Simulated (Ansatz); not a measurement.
Conformers of C2H9OSbSi, SMILES `CC[O][SbH][SiH3]`, each relaxed with PBE0-D4/def2-TZVP in Ansatz. CBS adds the triple-zeta coupled-cluster correction to the MP2 limit.

Elements past krypton have def2 core potentials. Outer-core shells of Sb are correlated without core-valence functions. Spin–orbit coupling is left out.

Not all of them had a frequency check.

Conformer A:

Cartesian coordinates in Å:
```
C -0.682 -1.709 -0.379
C 0.075 -1.043 -1.508
O 0.822 0.074 -1.082
Sb -0.176 1.738 -0.671
Si 0.246 1.616 1.880
H -1.448 -1.043 0.033
H 0.000 -1.983 0.429
H -1.187 -2.613 -0.730
H -0.622 -0.773 -2.316
H 0.798 -1.746 -1.936
H 1.227 2.699 -0.861
H -0.711 0.657 2.493
H 0.024 2.958 2.487
H 1.634 1.167 2.160
```

Conformer B:

Cartesian coordinates in Å:
```
C 2.075 -0.564 1.375
C 1.576 0.182 0.162
O 0.168 0.237 0.212
Sb -0.742 1.365 -1.138
Si -2.964 0.130 -0.702
H 3.166 -0.638 1.358
H 1.775 -0.050 2.290
H 1.659 -1.573 1.397
H 2.012 1.194 0.140
H 1.908 -0.329 -0.755
H -0.427 0.325 -2.478
H -3.929 0.496 -1.774
H -3.520 0.564 0.606
H -2.756 -1.340 -0.695
```

Task: Which is lowest in electronic energy at CCSD(T)/CBS (frozen core, def2 sets), and by how much? (An estimate is asked.)

Result: Ansatz gave: B; A lies 1.0 kJ/mol higher. Gaps under about 2 kJ/mol don't settle the order.

Task: Give the energies relative to B (kJ/mol) with ωB97X-V/def2-TZVPP, B2PLYP/def2-TZVPP, PBE0/def2-TZVPP, B3LYP/def2-TZVPP, SCS-MP2/def2-TZVPP, CCSD/def2-TZVPP, SCS-MP2/def2-QZVPP. (An estimate is asked.)

Result: The calculation gave: 
```tsv
level	A
ωB97X-V/def2-TZVPP	1.1
B2PLYP/def2-TZVPP	3.3
PBE0/def2-TZVPP	2.5
B3LYP/def2-TZVPP	4.6
SCS-MP2/def2-TZVPP	1.9
CCSD/def2-TZVPP	1.8
SCS-MP2/def2-QZVPP	2.1
```

B3LYP here is the variant with VWN-RPA as its local correlation; programs differ in this.
